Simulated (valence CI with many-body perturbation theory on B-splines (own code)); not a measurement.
The numbers below are computed, except where a source is named.
## Hyperfine factors and g values of Zr33+

Method: valence CI with perturbative core correlation (CI+MBPT): five valence electrons over a frozen Dirac-Fock core [He], radial functions for each j: 9 s, 9 p, 8 d, 6 f, 3 g, 1 h, with the one-electron correlation potential Σ1, the two-electron term Σ2, the three-electron term Σ3, Breit, model QED; selected CI, second order for the rest (own B-spline code, finite nucleus).

The last digits are not significant, and no measured levels were compared; by estimate large intervals hold to a few tenths of a per cent, small ones and those within an open d or f shell to about a per cent. Among the levels kept, up to 1500 cm⁻¹ of a level comes from second order outside the variational space, and about a tenth of that is noise between levels of different J, which matters for small intervals.

A/g_I is the dipole constant over the nuclear g factor μ/I (μ in nuclear magnetons, uniformly magnetised nucleus), B/Q the quadrupole constant per barn. Both hold the static response of the core; the bare values leave it out. Large factors of s and p1/2 electrons are usually good to 5 to 10 %; those of open d and f shells near neutrality can be off by tens of per cent, and small factors of p3/2, d and f electrons come from cancelling terms and can be off by a factor of two or in sign, in half-filled shells by more. B is blank for J = 1/2, where it vanishes, and for nearly pure S terms. Energies count from the lowest level.

Levels are named by their leading jj configuration (3d3/2^4 stands for four electrons in 3d with j = 3/2), which in mixed levels can hold well under half, so a name can repeat and another be missing. Letters in brackets count levels of one name in rising energy.

| Level | E (eV) | g | A/g_I (MHz) | A/g_I bare | B/Q (MHz/b) | B/Q bare |
| --- | --- | --- | --- | --- | --- | --- |
| (2s^2 2p1/2^2 2p3/2) J=3/2 | 0.0 | 1.468 | 95300 | 101000 | 163000 | 164000 |
| (2s^2 2p1/2 2p3/2^2) J=3/2 | 78.2 | 1.384 | 15300 | 20500 | 70300 | 70500 |
| (2s^2 2p1/2 2p3/2^2) J=5/2 | 93.1 | 1.190 | 222000 | 224000 | -1170 | -1180 |
| (2s^2 2p1/2 2p3/2^2) J=1/2 | 112.6 | 0.653 | 658000 | 652000 |  |  |
| (2s^2 2p3/2^3) J=3/2 | 190.8 | 1.256 | 120000 | 123000 | -235000 | -236000 |
| (2s 2p1/2^2 2p3/2^2) J=5/2 | 222.8 | 1.528 | 496000 | 494000 | 119000 | 119000 |
| (2s 2p1/2^2 2p3/2^2) J=1/2 | 264.9 | 2.320 | 1770000 | 1750000 |  |  |
| (2s 2p1/2^2 2p3/2^2) J=3/2 | 265.1 | 1.373 | -98700 | -87300 | -126000 | -127000 |
| (2s 2p1/2 2p3/2^3) J=3/2 [a] | 321.6 | 1.322 | 314000 | 313000 | -169000 | -169000 |
| (2s 2p1/2 2p3/2^3) J=5/2 | 342.1 | 1.253 | 615000 | 608000 | -330000 | -331000 |
| (2s 2p1/2 2p3/2^3) J=1/2 | 364.0 | 1.516 | -181000 | -168000 |  |  |
| (2s 2p1/2 2p3/2^3) J=3/2 [b] | 375.7 | 1.145 | 53900 | 61600 | 40600 | 40700 |
| (2s 2p3/2^4) J=1/2 | 459.9 | 1.471 | 1810000 | 1780000 |  |  |
| (2p1/2^2 2p3/2^3) J=3/2 | 536.6 | 1.325 | 105000 | 112000 | -208000 | -208000 |
| (2p1/2 2p3/2^4) J=1/2 | 627.8 | 0.653 | 660000 | 651000 |  |  |
| (2s^2 2p1/2^2 3s) J=1/2 | 2381.7 | 2.071 | 562000 | 555000 |  |  |
| (2s^2 2p1/2^2 3p1/2) J=1/2 | 2425.7 | 0.667 | 182000 | 181000 |  |  |
| (2s^2 2p1/2^2 3p3/2) J=3/2 | 2457.4 | 1.341 | 32100 | 33500 | 49100 | 49200 |
| (2s^2 2p1/2 2p3/2 3s) J=3/2 [a] | 2461.3 | 1.682 | 155000 | 158000 | 138000 | 138000 |
| (2s^2 2p1/2 2p3/2 3s) J=1/2 | 2466.6 | 1.266 | -211000 | -200000 |  |  |
| (2s^2 2p1/2 2p3/2 3s) J=5/2 | 2473.4 | 1.375 | 309000 | 309000 | 128000 | 128000 |
| (2s^2 2p1/2 2p3/2 3s) J=3/2 [b] | 2477.3 | 1.022 | 204000 | 207000 | 86000 | 86300 |
| (2s^2 2p1/2^2 3d3/2) J=3/2 | 2503.8 | 0.772 | 19900 | 19700 | 6070 | 6210 |
| (2s^2 2p1/2 2p3/2 3p1/2) J=1/2 | 2505.1 | 1.662 | -88300 | -79300 |  |  |
| (2s^2 2p1/2 2p3/2 3p1/2) J=3/2 [a] | 2509.6 | 1.154 | 151000 | 154000 | 20900 | 21000 |
| (2s^2 2p1/2^2 3d5/2) J=5/2 | 2516.9 | 1.200 | 6970 | 7100 | -3380 | -3220 |
| (2s^2 2p1/2 2p3/2 3p1/2) J=5/2 | 2518.3 | 1.133 | 233000 | 234000 | 121000 | 122000 |
| (2s^2 2p1/2 2p3/2 3p3/2) J=5/2 [a] | 2532.3 | 1.428 | 4380 | 8050 | 221000 | 222000 |
| (2s^2 2p1/2 2p3/2 3p1/2) J=3/2 [b] | 2533.4 | 1.423 | 151000 | 155000 | 136000 | 136000 |
| (2s^2 2p1/2 2p3/2 3p3/2) J=1/2 [a] | 2535.4 | 1.775 | -154000 | -148000 |  |  |
| (2s^2 2p1/2 2p3/2 3p3/2) J=3/2 [a] | 2540.1 | 1.234 | 193000 | 193000 | -105000 | -105000 |
| (2s^2 2p1/2 2p3/2 3p3/2) J=7/2 | 2544.8 | 1.270 | 153000 | 155000 | 181000 | 181000 |
| (2s^2 2p1/2 2p3/2 3p3/2) J=3/2 [b] | 2549.7 | 1.340 | 62700 | 66400 | 51100 | 51200 |
| (2s^2 2p1/2 2p3/2 3p3/2) J=5/2 [b] | 2556.5 | 1.186 | 197000 | 198000 | 20900 | 21000 |
| (2s^2 2p3/2^2 3s) J=5/2 | 2562.7 | 1.408 | 212000 | 213000 | 85200 | 85400 |
| (2s^2 2p1/2 2p3/2 3p3/2) J=1/2 [b] | 2565.7 | 0.704 | 649000 | 645000 |  |  |
| (2s^2 2p3/2^2 3s) J=3/2 | 2567.4 | 1.134 | 31000 | 36800 | 32700 | 32800 |
| (2s 2p1/2^2 2p3/2 3s) J=5/2 | 2580.2 | 1.801 | 545000 | 543000 | 107000 | 107000 |
| (2s^2 2p1/2 2p3/2 3d3/2) J=3/2 [a] | 2584.2 | 0.942 | 42900 | 44100 | -104000 | -104000 |
| (2s^2 2p1/2 2p3/2 3d3/2) J=5/2 [a] | 2585.8 | 0.986 | 106000 | 107000 | -37600 | -37600 |

(1) Take the isotope of mass number 91, with I = 5/2, μ = -1.3022 μN and Q = -0.176 b. What is the hyperfine structure of (2s 2p1/2^2 2p3/2^2) J=1/2?

Results:

(1) From the table A = -923000 MHz. Shifts from the centre of gravity in MHz: F = 2: 1620000, F = 3: -1150000.
